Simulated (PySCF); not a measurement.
# Electron correlation in In (indium, neutral)

[Kr] 4d10 5s1 5p1 5d1, one real determinant (an excited configuration). Computed with PySCF 2.14 in x2c-QZVPPall with one added diffuse shell each of s, p, d, f type (14s10p8d5f1g, 128 functions), with the spin-free X2C one-electron Hamiltonian (Gaussian nucleus). Frozen: [Kr] 4d10; 3 electrons correlated.

MP2 pair energies summed by pair of shells (mhartree):

```
 pair  energy  share (%)
5s-5p   -2.19       36.5
5s-5d   -1.91       31.9
5p-5d   -1.90       31.7
```

Total MP2 correlation energy: -6.00 mhartree.

Same-spin part -6.00 and opposite-spin part 0.00 mhartree; SCS-MP2 scales them by 1/3 and 6/5 to -2.00 mhartree.

The reference is one real determinant that mixes LS terms of this configuration.
